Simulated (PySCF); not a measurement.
# Pb⁺ (lead, charge +1): UHF calculation

Configuration: [Xe] 4f14 5d10 6s2 6p1, 2P determinant. All numbers are calculated (PySCF 2.14, scalar relativity through the core potential, in def2-TZVP with the def2 core potential (60 electrons) (6s5p3d2f, 50 functions)).

- Total energy: -191.594130 hartree
- One-electron energy: -329.7026 hartree
- Hartree (Coulomb) energy: 152.9484 hartree
- Exchange energy: -14.8399 hartree
- ⟨S²⟩: 0.7574
- ⟨L²⟩: 2.021
- Sum of ⟨r⟩: 28.57 bohr
- Sum of ⟨r²⟩: 50.53 bohr²
- Traceless quadrupole moment −½Σ⟨3z² − r²⟩ along its main axis: -4.34 e·bohr²
- Time after the integrals: 0.36 s of wall time on 1 thread of Neoverse-N1 (shared host)

```json
{"shell": "5s α", "electrons": "1", "mean orbital energy (hartree)": "-6.45984", "spread (hartree)": "0", "rms radius, mean of both spins (bohr)": "0.925"}
{"shell": "5s β", "electrons": "1", "mean orbital energy (hartree)": "-6.45673", "spread (hartree)": "0", "rms radius, mean of both spins (bohr)": "0.925"}
{"shell": "5p α", "electrons": "3", "mean orbital energy (hartree)": "-4.14194", "spread (hartree)": "0.00675", "rms radius, mean of both spins (bohr)": "1.05"}
{"shell": "5p β", "electrons": "3", "mean orbital energy (hartree)": "-4.13993", "spread (hartree)": "0.01781", "rms radius, mean of both spins (bohr)": "1.05"}
{"shell": "5d α", "electrons": "5", "mean orbital energy (hartree)": "-1.36107", "spread (hartree)": "0.01359", "rms radius, mean of both spins (bohr)": "1.39"}
{"shell": "5d β", "electrons": "5", "mean orbital energy (hartree)": "-1.35654", "spread (hartree)": "0.02254", "rms radius, mean of both spins (bohr)": "1.39"}
{"shell": "6s α", "electrons": "1", "mean orbital energy (hartree)": "-0.85412", "spread (hartree)": "0", "rms radius, mean of both spins (bohr)": "2.47"}
{"shell": "6s β", "electrons": "1", "mean orbital energy (hartree)": "-0.78644", "spread (hartree)": "0", "rms radius, mean of both spins (bohr)": "2.47"}
{"shell": "6p α", "electrons": "1", "mean orbital energy (hartree)": "-0.49493", "spread (hartree)": "0", "rms radius, mean of both spins (bohr)": "3.24"}
```

Energies and moments cover only the electrons outside the core potential. Spin-orbit coupling, absent here, splits the open shell strongly.
